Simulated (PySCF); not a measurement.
Start geometry of `[F][GeH]1[O]CC[O]1` from GFN2-xTB (Å):
```
atom  x, y, z in Å
F1     2.190   -0.582    1.781
Ge2    1.555   -0.184    0.192
O3     0.459    1.199    0.333
C4    -0.765    0.887   -0.191
C5    -0.991   -0.652   -0.180
O6     0.275   -1.263   -0.323
H7     2.783   -0.144   -0.667
H8    -1.534    1.384    0.426
H9    -0.866    1.266   -1.194
H10   -1.627   -0.975   -0.984
H11   -1.440   -0.961    0.789
```

Task: What comes out of this run: PBE0-D3(BJ)/def2-SVP geometry optimisation, gas phase in PySCF 2.14.0?

Result: 
```
atom  x, y, z in Å
F1     1.8259   -0.7158    1.9830
Ge2    1.5171   -0.2462    0.3463
O3     0.5031    1.2053    0.3710
C4    -0.7162    0.9098   -0.2901
C5    -0.9641   -0.6019   -0.2304
O6     0.2773   -1.2702   -0.3949
H7     2.8574   -0.2014   -0.3698
H8    -1.5337    1.4625    0.1991
H9    -0.6587    1.2455   -1.3426
H10   -1.6504   -0.9232   -1.0289
H11   -1.4136   -0.8790    0.7416
```

The energy falls by 0.130 eV over 9 energy and gradient evaluations, the largest force component goes from 0.0326 to 1.5e-04 Eh/bohr, and the atoms move by 0.098 Å rms after alignment. The bond that changes most is O3–C4 (ends: oxygen bonded to C and Ge; sp3 carbon bound to oxygen), which lengthens by 0.050 Å. Bonds longer at the end by more than 0.005 Å: 6 of 11; shorter: 3. Among the angles that change most is Ge2–O6–C5, from 111.0° to 107.0°. Among the dihedrals that turn most is H9–C4–C5–H10, from -27° to -38°. Rotational constants go from 4877, 2142, 1843 to 4683, 2195, 1900 MHz. The orientation of the end geometry is arbitrary; only internal coordinates are fixed.

The run used 127 basis functions and 57 SCF cycles in all. The run took 65 s on one thread, Arm Neoverse V1 (aarch64), on a shared host, and the process peaked at 0.56 GiB of memory.

PBE0-D3(BJ)/def2-SVP frequencies: not computed here. The numbers are those of one conformer.
